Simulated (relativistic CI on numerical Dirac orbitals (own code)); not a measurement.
Energy levels of W45+

These numbers are calculated, not measured: Dirac-Coulomb-Breit CI, separate exchange-only KLI orbitals for each configuration, a model potential for QED, unscaled Slater integrals (own radial code, finite nucleus).

Configuration list (outside the closed core [Ar]): 3d10 4s, 3d10 4p, 3d10 4d, 3d10 4f, 3d10 5s, 3d10 5p, 3d10 5d, 3d10 5f, 3d10 5g, 3d9 4p2, 3d10 6s, 3d10 6p, 3d10 6d, 3d8 4s 4p2, 3d9 4s2, 3d9 4p 4d. Levels of other configurations are missing.

The lowest level is 3d10 4s 2S_1/2, with 100 % of that term; Hund's rules for 3d10 4s give 2S with J = 1/2, in agreement.

```csv
No.,Configuration,Term,J,E (eV),%,Lifetime (s)
1,3d10 4s,2S,1/2,0.00,100,
2,3d10 4p,2P°,1/2,97.64,100,2.01e-11
3,3d10 4p,2P°,3/2,198.89,100,2.28e-12
4,3d10 4d,2D,3/2,349.53,100,1.14e-12
5,3d10 4d,2D,5/2,371.04,100,2.95e-12
6,3d10 4f,2F°,5/2,532.02,100,3.20e-12
7,3d10 4f,2F°,7/2,537.41,100,4.12e-12
8,3d10 5s,2S,1/2,966.82,100,1.07e-13
9,3d10 5p,2P°,1/2,1014.17,100,1.24e-13
10,3d10 5p,2P°,3/2,1061.73,100,1.97e-13
11,3d10 5d,2D,3/2,1133.58,100,1.73e-13
12,3d10 5d,2D,5/2,1143.99,100,1.49e-13
13,3d10 5f,2F°,5/2,1215.40,100,8.70e-14
14,3d10 5f,2F°,7/2,1218.54,100,8.61e-14
15,3d10 5g,2G,7/2,1254.84,100,4.61e-14
16,3d10 5g,2G,9/2,1256.12,100,4.64e-14
17,3d10 6s,2S,1/2,1448.79,100,1.19e-13
18,3d10 6p,2P°,1/2,1475.11,100,1.32e-13
19,3d10 6p,2P°,3/2,1501.30,100,2.00e-13
20,3d10 6d,2D,3/2,1541.11,100,1.74e-13
21,3d10 6d,2D,5/2,1546.96,98,1.55e-13
22,3d9 4s2,2D,5/2,1547.70,98,1.10e-11
23,3d9 4s2,2D,3/2,1613.84,99,5.19e-11
24,3d9 4p2(1S),2D,5/2,1743.64,34,
25,3d9 4p2(1S),2D,3/2,1810.96,37,
26,3d9 4p2(3P),4D,7/2,1837.53,48,
27,3d9 4p2(3P),2D,3/2,1840.57,36,
28,3d9 4p2(3P),2F,5/2,1841.27,46,
29,3d9 4p2(1D),2G,9/2,1842.81,64,
30,3d9 4p2(1D),2P,3/2,1844.95,52,
31,3d9 4p2(1D),2D,5/2,1845.42,61,
32,3d9 4p2(1D),2P,1/2,1845.48,48,
33,3d9 4p2(1D),2F,7/2,1846.91,69,
34,3d9 4p2(3P),4D,1/2,1901.92,81,
35,3d9 4p2(3P),4F,3/2,1906.11,45,
36,3d9 4p2(3P),4F,5/2,1906.68,55,
37,3d9 4p2(1D),2G,7/2,1909.39,59,
38,3d9 4p2(1D),2P,1/2,1911.13,45,
39,3d9 4p2(1D),2F,5/2,1913.09,51,
40,3d9 4p2(1D),2D,3/2,1913.79,43,
41,3d9 4p2(3P),4F,9/2,1943.95,64,
42,3d9 4p2(1D),2F,7/2,1944.26,57,
43,3d9 4p2(3P),2P,1/2,1945.32,71,
44,3d9 4p2(3P),2D,5/2,1947.90,66,
45,3d9 4p2(3P),2P,3/2,1948.38,51,
46,3d9 4p2(1S),2D,5/2,1957.65,68,
47,3d9 4p 4d,4P°,1/2,1975.61,64,
48,3d9 4p 4d,4D°,3/2,1978.51,36,
49,3d9 4p 4d,2H°,9/2,1980.12,41,
50,3d9 4p 4d,4F°,5/2,1982.06,32,
51,3d9 4p 4d,4G°,7/2,1982.88,28,
52,3d9 4p 4d,2P°,3/2,1996.38,30,
53,3d9 4p 4d,2F°,7/2,1997.85,33,
54,3d9 4p 4d,2D°,5/2,2000.33,29,
55,3d9 4p 4d,2P°,1/2,2009.01,47,
56,3d9 4p 4d,4F°,9/2,2009.38,59,
57,3d9 4p2(1D),2D,3/2,2009.41,35,
58,3d9 4p 4d,2D°,3/2,2009.65,51,
59,3d9 4p2(3P),4P,1/2,2010.89,56,
60,3d9 4p 4d,4H°,11/2,2011.16,40,
61,3d9 4p2(3P),2F,7/2,2011.30,39,
62,3d9 4p2(1D),2F,5/2,2011.57,37,
63,3d9 4p 4d,2D°,5/2,2013.71,31,
64,3d9 4p 4d,2G°,7/2,2014.79,28,
65,3d9 4p 4d,2D°,3/2,2015.16,30,
66,3d9 4p 4d,4D°,7/2,2015.17,43,
67,3d9 4p 4d,2F°,5/2,2015.86,39,
68,3d9 4p 4d,2G°,9/2,2016.66,32,
69,3d9 4p2(1S),2D,3/2,2023.47,71,
70,3d9 4p 4d,4D°,1/2,2029.10,57,
```

Energies count from the lowest computed level; ° marks odd parity; lifetimes are radiative, by E1, M1, E2, M2 decay to levels of this space only; some are left blank where a channel outside the calculation adds to the decay or the decay crosses a small, uncertain gap. Percentages are summed over parent terms; the parents shown are those of the largest component, closed shells are left out there.

The mean weight of the leading LS term, summed over parents, in these 70 levels is 65 %, and that of the leading jj configuration (from the same eigenvectors) 99 %, so jj coupling describes them better and the LS labels are nominal.

At this charge energies of transitions that change n are usually good to better than 1 %, and those within a shell (Δn = 0) to a few per cent.

LS names give the leading component of a level, which can be under half, so a name can repeat, a term be missing and a line seem to break the LS rules.
